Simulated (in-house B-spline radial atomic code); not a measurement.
Spin-orbit splittings of orbital energies (j = l + 1/2 less j = l - 1/2) and ratios of mean radii (lower j over upper j) along the 56-electron series, configuration [Kr] 4d10 4f8 5s2. Computed with an all-electron radial atomic-structure program (B-spline basis): Dirac-Hartree-Fock, average of the configuration, finite nuclei.

| ion | Z | splitting of 4f (eV) | radius ratio of 4f | splitting of 4d (eV) | radius ratio of 4d | splitting of 3p (eV) | radius ratio of 3p |
| --- | --- | --- | --- | --- | --- | --- | --- |
| Dy10+ | 66 | 1.0315 | 0.99152 | 7.1512 | 0.98335 | 169.83 | 0.94454 |
| Ho11+ | 67 | 1.2075 | 0.9916 | 7.8398 | 0.98312 | 182.79 | 0.94277 |
| Er12+ | 68 | 1.3996 | 0.99164 | 8.5816 | 0.98288 | 196.54 | 0.94096 |
